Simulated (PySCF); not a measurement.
Several structures and their simulated spectra, in scrambled order.

A. `InChI=1S/C8H7OP/c9-7-10-6-8-4-2-1-3-5-8/h1-5H,6H2`
B. SMILES C(c1c(CC=C)cccc1)=C
C. `C[Si](C)(C)[Si](C)(C)C`

Spectrum 1. ¹³C{¹H} NMR (computed): δ 147.6 (CH), 145.0 (CH), 144.7 (C), 141.8 (C), 134.4 (CH), 134.0 (CH), 132.8 (CH), 132.6 (CH), 122.9 (CH2), 121.3 (CH2), 45.6 (CH2).

Spectrum 2. ¹³C{¹H} NMR (computed): δ 221.7 (C), 146.9 (C), 134.7 (CH), 132.6 (CH), 131.9 (CH), 23.8 (CH2).

Spectrum 3. ¹³C{¹H} NMR (computed): δ -1.7 (CH3).

One computed conformer, rapidly exchanging positions averaged, no relativistic terms, gas phase. GFN2-xTB geometry; NMR shieldings at PBE0/pcSseg-1/GIAO; PySCF 2.14.0 with density-fitted response routines.

Referencing at the same level of theory: TMS for ¹³C. Splittings of carbon signals by F and P are missing where no couplings were computed. Shifts are as computed. Against solution values, carbons near 30 ppm lie about +3 ppm off and those near 130 ppm about +5 ppm. Of 1211 compounds with measured shifts, 218 miss one by over three times the rms of a fit or turn the order of signals round; such compounds aren't used in these exercises.

**Question.** Which spectrum belongs to which compound?

**Answer.** 1–B, 2–A, 3–C.

- Spectrum 1 (B): 11 ¹³C signals; δC 147.6 is an alkene CH; δC 145.0 is an alkene CH.
- Spectrum 2 (A): 6 ¹³C signals; δC 134.7 is an aromatic CH; δC 132.6 is an aromatic CH.
- Spectrum 3 (C): a single ¹³C signal, at -1.7 ppm (methyl carbon bonded to Si).
